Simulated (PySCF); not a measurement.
# Radial density of Re⁺ (rhenium, charge +1)

PBEsol, [Xe] 4f14 5d5 6s1, high-spin 7S determinant. Computed with PySCF 2.14 in x2c-TZVPPall with one added diffuse shell each of s, p, d, f type (12s8p8d4f1g, 113 functions), with scalar relativity by spin-free X2C-1e.

```json
{"r (bohr)": "0.0137", "4πr²ρ (e/bohr)": "103.5", "4πr²(ρα − ρβ)": "0.0008"}
{"r (bohr)": "0.0231", "4πr²ρ (e/bohr)": "90.32", "4πr²(ρα − ρβ)": "-0.0020"}
{"r (bohr)": "0.0388", "4πr²ρ (e/bohr)": "118.3", "4πr²(ρα − ρβ)": "0.0207"}
{"r (bohr)": "0.0652", "4πr²ρ (e/bohr)": "132.9", "4πr²(ρα − ρβ)": "0.1254"}
{"r (bohr)": "0.110", "4πr²ρ (e/bohr)": "108.1", "4πr²(ρα − ρβ)": "0.2760"}
{"r (bohr)": "0.185", "4πr²ρ (e/bohr)": "116.0", "4πr²(ρα − ρβ)": "0.0144"}
{"r (bohr)": "0.310", "4πr²ρ (e/bohr)": "66.73", "4πr²(ρα − ρβ)": "0.3841"}
{"r (bohr)": "0.522", "4πr²ρ (e/bohr)": "63.73", "4πr²(ρα − ρβ)": "0.1181"}
{"r (bohr)": "0.878", "4πr²ρ (e/bohr)": "20.89", "4πr²(ρα − ρβ)": "1.1878"}
{"r (bohr)": "1.48", "4πr²ρ (e/bohr)": "8.631", "4πr²(ρα − ρβ)": "3.2924"}
{"r (bohr)": "2.49", "4πr²ρ (e/bohr)": "1.930", "4πr²(ρα − ρβ)": "1.7318"}
{"r (bohr)": "4.18", "4πr²ρ (e/bohr)": "0.2550", "4πr²(ρα − ρβ)": "0.2546"}
{"r (bohr)": "7.03", "4πr²ρ (e/bohr)": "0.001032", "4πr²(ρα − ρβ)": "0.0010"}
{"r (bohr)": "11.8", "4πr²ρ (e/bohr)": "6.168e-05", "4πr²(ρα − ρβ)": "0.0001"}
```

Densities and radii are taken from the X2C orbitals without a picture-change correction, which distorts them close to the nucleus.

Spin-orbit coupling, which splits the p, d and f shells strongly at this Z, is absent.
